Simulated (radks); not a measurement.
Excited configurations of the neodymium ion Nd55+: one electron is placed in a higher orbital outside [He] 2s2. The ground configuration is [He] 2s2 2p1. Method: scalar-relativistic Kohn-Sham, LDA (Slater exchange, Perdew-Wang correlation), spin-polarised, spherical densities, finite nucleus; open shells are filled with parallel spins first (spin-orbit coupling, left out, can overturn this in heavy ions); Fermi nuclear charge, rms radius 4.9123 fm; computed with a radial shooting solver on a logarithmic mesh with Libxc functionals. Excitation = E - E(ground); binding = E(ion) - E, where the ion is the core of charge +56; n* = 56/sqrt(2 binding) in atomic units. These energies are relativistic, and a one-electron ion of charge +56 with no core already has n* below n in this formula (scalar-relativistic equation, point nucleus: 3s 2.934, 4s 3.929, 4d 3.982, 5s 4.925, 5f 4.989, 6p 5.955, 6d 5.977, 7p 6.953, 7d 6.975). The quantum defect is therefore taken as that value minus n*, so that it holds no relativistic shift of the bare ion.

3s: excitation (eV) 6166.2; binding (eV) 5126.9; n* 2.885; quantum defect 0.049; eigenvalue (eV) -5085.0; <r> (bohr) 0.2228
4s: excitation (eV) 8456.6; binding (eV) 2836.4; n* 3.878; quantum defect 0.050; eigenvalue (eV) -2814.5; <r> (bohr) 0.4028
4d: excitation (eV) 8582.5; binding (eV) 2710.5; n* 3.968; quantum defect 0.015; eigenvalue (eV) -2685.8; <r> (bohr) 0.3679
5s: excitation (eV) 9497.1; binding (eV) 1795.9; n* 4.874; quantum defect 0.051; eigenvalue (eV) -1782.5; <r> (bohr) 0.6363
5f: excitation (eV) 9575.2; binding (eV) 1717.9; n* 4.984; quantum defect 0.005; eigenvalue (eV) -1702.2; <r> (bohr) 0.5576
6p: excitation (eV) 10076.1; binding (eV) 1216.9; n* 5.921; quantum defect 0.033; eigenvalue (eV) -1207.8; <r> (bohr) 0.9214
6d: excitation (eV) 10091.5; binding (eV) 1201.5; n* 5.959; quantum defect 0.018; eigenvalue (eV) -1192.1; <r> (bohr) 0.8977
7p: excitation (eV) 10401.6; binding (eV) 891.38; n* 6.919; quantum defect 0.035; eigenvalue (eV) -884.87; <r> (bohr) 1.265
7d: excitation (eV) 10411.2; binding (eV) 881.79; n* 6.956; quantum defect 0.019; eigenvalue (eV) -875.11; <r> (bohr) 1.243

The Delta-SCF ionisation energy is 11293.0 eV (NIST Atomic Spectra Database: 11694 eV, theoretical). Self-interaction in the functional shifts the binding energies and quantum defects, so they are the method's values and not measured ones. Open shells are spherical and high-spin; term and fine-structure splittings are not resolved. Spin-orbit splitting is averaged out at the scalar-relativistic level.
